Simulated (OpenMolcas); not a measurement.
**How methods differ on InNH4 (SMILES [NH2][InH2])**

InNH4: 6 atoms, total charge 0, spin state singlet. SMILES: `[NH2][InH2]`. The coordinates come from a PBE0-D4/def2-TZVP relaxation.

Quantity: the HOMO–LUMO gap, in eV. The values are calculated.

| level | kind | program | value (eV) | CPU time |
| --- | --- | --- | --- | --- |
| HF/def2-SVP (core potential) | Hartree–Fock | OpenMolcas | 11.60 | 3.3 s |
| SVWN5/def2-SVP (core potential) | LDA | OpenMolcas | 3.83 | 8.9 s |
| M06-L/def2-SVP (core potential) | meta-GGA | OpenMolcas | 4.35 | 16 s |
| TPSS/def2-SVP (core potential) | meta-GGA | OpenMolcas | 4.06 | 15 s |
| BHLYP/def2-SVP (core potential) | global hybrid | OpenMolcas | 7.70 | 9 s |
| M06-2X/def2-SVP (core potential) | hybrid meta-GGA | OpenMolcas | ? | 12 s |
| PBE0/def2-SVP (core potential) | global hybrid | OpenMolcas | ? | 13 s |
| B2PLYP/def2-SVP (core potential) | double hybrid | OpenMolcas | 7.90 | 7.3 s |

(1) Estimate the missing values from the other rows.

Answers

(1) As computed at these levels: M06-2X/def2-SVP (core potential): 7.69 eV; PBE0/def2-SVP (core potential): 5.84 eV. The values span 3.83 to 11.60 eV. Orbital gaps aren't excitation energies, and those of double hybrids come from the SCF part alone; they tend to grow with the share of exact exchange. CPU times are rough (shared hosts, several kinds of processor): they show what a rung costs within a factor of a few.
